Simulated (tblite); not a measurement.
C5H12F2N2Si.
SMILES with atom numbers: `[CH2:1]=[C:2]([SiH2:3][NH2:4])[N:5]([CH3:6])[CH2:7][CH:8]([F:9])[F:10]` (hydrogens: H11, H12 on C1; H13, H14 on Si3; H15, H16 on N4; H17, H18, H19 on C6; H20, H21 on C7; H22 on C8)

Computed with GFN2-xTB (tblite), gas phase: L-BFGS steps from a force-field or distance-geometry start until the largest atomic force falls under 0.01 eV/Å.

Step 32: E = -921.2384 eV
```
atom  x, y, z in Å  |  force x, y, z in eV/Å
C1     -1.3073   -2.0286    0.1111    0.002  -0.007  -0.003
C2     -0.8415   -0.7841    0.2901   -0.005  -0.012  -0.010
Si3    -2.0635    0.6502    0.0919   -0.002  -0.012   0.048
N4     -1.5089    1.6050   -1.2415   -0.019   0.001   0.004
N5      0.4705   -0.5461    0.6559   -0.010  -0.009  -0.026
C6      1.4054   -1.6477    0.6897   -0.006  -0.003   0.016
C7      1.0292    0.7684    0.6846   -0.011  -0.009   0.040
C8      1.7134    1.2012   -0.6191    0.026  -0.016  -0.026
F9      2.8520    0.4990   -0.8480    0.057  -0.029   0.016
F10     2.0970    2.4984   -0.5208   -0.023   0.019  -0.043
H11    -0.7076   -2.9167    0.2010   -0.014  -0.010  -0.019
H12    -2.3448   -2.1925   -0.1163    0.017   0.021  -0.009
H13    -2.0766    1.5917    1.2172    0.000  -0.002   0.030
H14    -3.4038    0.0746   -0.0545   -0.024  -0.019  -0.013
H15    -1.3993    1.1449   -2.1323   -0.014   0.007  -0.015
H16    -1.9819    2.4837   -1.3830    0.030   0.028  -0.056
H17     1.4674   -2.1600   -0.2767    0.002   0.019   0.014
H18     2.3954   -1.2782    0.9438   -0.004  -0.014   0.017
H19     1.0933   -2.3690    1.4487    0.027  -0.033  -0.003
H20     0.2493    1.5024    0.8789    0.002   0.045   0.023
H21     1.7776    0.8304    1.4827    0.033   0.012   0.026
H22     1.0741    1.0923   -1.5041   -0.064   0.024  -0.013
```

Step 33: E = -921.2394 eV
```
atom  x, y, z in Å  |  force x, y, z in eV/Å
C1     -1.3064   -2.0290    0.1060    0.000  -0.003   0.004
C2     -0.8434   -0.7843    0.2903    0.023  -0.026  -0.004
Si3    -2.0635    0.6526    0.0936    0.037  -0.031   0.033
N4     -1.5062    1.6024   -1.2424   -0.017   0.003   0.007
N5      0.4678   -0.5470    0.6618    0.011  -0.013  -0.021
C6      1.4065   -1.6469    0.6926   -0.013  -0.005   0.006
C7      1.0266    0.7675    0.6867    0.008   0.010   0.015
C8      1.7089    1.1980   -0.6198    0.022  -0.006  -0.026
F9      2.8497    0.4989   -0.8478    0.043  -0.027   0.015
F10     2.0890    2.4970   -0.5263   -0.022   0.014  -0.034
H11    -0.7050   -2.9167    0.1954   -0.028   0.006  -0.022
H12    -2.3438   -2.1924   -0.1222    0.019   0.012  -0.014
H13    -2.0715    1.5911    1.2198   -0.001   0.016   0.040
H14    -3.4038    0.0815   -0.0496   -0.057  -0.034  -0.019
H15    -1.4004    1.1420   -2.1337   -0.019   0.009  -0.005
H16    -1.9704    2.4859   -1.3824    0.026   0.027  -0.059
H17     1.4699   -2.1570   -0.2754    0.000   0.030   0.021
H18     2.3964   -1.2745    0.9464   -0.035  -0.027   0.019
H19     1.0967   -2.3728    1.4487    0.032  -0.009  -0.008
H20     0.2473    1.5030    0.8784    0.004   0.038   0.031
H21     1.7770    0.8329    1.4829    0.021   0.005   0.024
H22     1.0682    1.0874   -1.5038   -0.054   0.008  -0.005
```

Step 34: E = -921.2403 eV
```
atom  x, y, z in Å  |  force x, y, z in eV/Å
C1     -1.3058   -2.0294    0.1007    0.000   0.002   0.011
C2     -0.8450   -0.7848    0.2904    0.046  -0.027   0.004
Si3    -2.0632    0.6545    0.0959    0.052  -0.038   0.009
N4     -1.5039    1.5997   -1.2431   -0.016   0.004   0.009
N5      0.4653   -0.5481    0.6674    0.033  -0.006  -0.008
C6      1.4075   -1.6460    0.6957   -0.015  -0.005  -0.004
C7      1.0242    0.7668    0.6891    0.030   0.030  -0.017
C8      1.7049    1.1946   -0.6209    0.009   0.005  -0.015
F9      2.8484    0.4984   -0.8472    0.011  -0.013   0.010
F10     2.0807    2.4958   -0.5329   -0.018   0.001  -0.025
H11    -0.7032   -2.9167    0.1892   -0.034   0.012  -0.023
H12    -2.3428   -2.1922   -0.1285    0.013   0.004  -0.019
H13    -2.0665    1.5905    1.2235   -0.002   0.027   0.043
H14    -3.4051    0.0885   -0.0460   -0.067  -0.041  -0.019
H15    -1.4024    1.1388   -2.1349   -0.022   0.010   0.008
H16    -1.9585    2.4883   -1.3829    0.022   0.020  -0.053
H17     1.4729   -2.1535   -0.2736   -0.002   0.033   0.016
H18     2.3970   -1.2712    0.9495   -0.054  -0.032   0.023
H19     1.1010   -2.3771    1.4488    0.028   0.013  -0.008
H20     0.2459    1.5046    0.8789    0.013   0.018   0.033
H21     1.7770    0.8353    1.4835    0.003  -0.004   0.015
H22     1.0613    1.0826   -1.5036   -0.028  -0.013   0.011
```

Question: Estimate the geometry and energy of step 35. (The exact step hangs on the optimiser's Hessian estimate; all steps are aligned on step 34, rigid shifts and turns removed.)

Answer: E = -921.2413 eV, largest force 0.069 eV/Å
```
atom  x, y, z in Å  |  force x, y, z in eV/Å
C1     -1.3055   -2.0297    0.0960    0.003   0.007   0.014
C2     -0.8457   -0.7857    0.2906    0.053  -0.014   0.010
Si3    -2.0624    0.6556    0.0985    0.036  -0.030  -0.012
N4     -1.5024    1.5973   -1.2435   -0.015   0.004   0.009
N5      0.4636   -0.5490    0.6723    0.044   0.009   0.005
C6      1.4082   -1.6453    0.6987   -0.012  -0.004  -0.011
C7      1.0227    0.7665    0.6913    0.043   0.039  -0.038
C8      1.7016    1.1915   -0.6223   -0.008   0.014   0.000
F9      2.8476    0.4977   -0.8465   -0.026   0.004   0.003
F10     2.0727    2.4948   -0.5397   -0.009  -0.009  -0.018
H11    -0.7026   -2.9165    0.1829   -0.029   0.004  -0.021
H12    -2.3420   -2.1918   -0.1346    0.004   0.002  -0.024
H13    -2.0625    1.5898    1.2281   -0.001   0.024   0.032
H14    -3.4076    0.0950   -0.0441   -0.048  -0.039  -0.015
H15    -1.4053    1.1356   -2.1356   -0.023   0.007   0.020
H16    -1.9475    2.4907   -1.3847    0.018   0.010  -0.038
H17     1.4761   -2.1497   -0.2715   -0.005   0.026   0.000
H18     2.3969   -1.2687    0.9529   -0.051  -0.029   0.029
H19     1.1059   -2.3811    1.4488    0.012   0.026  -0.003
H20     0.2455    1.5067    0.8805    0.025  -0.005   0.031
H21     1.7777    0.8373    1.4842   -0.012  -0.012   0.002
H22     1.0545    1.0781   -1.5032    0.002  -0.035   0.026
```

The energy changes by -0.0009 eV. The first-order estimate −F·Δx gives -0.0013 eV and the mean of the old and new forces, exact on a quadratic surface, -0.0009 eV. The step makes an angle of 75° with the force vector and moves no atom by more than 0.011 Å.

What follows is the cost of the whole relaxation. The run took 3.7 s of wall time on one thread, Intel Xeon at 2.50 GHz (x86_64), no GPU, shared host with 64 logical CPUs at a one-minute load of 56.
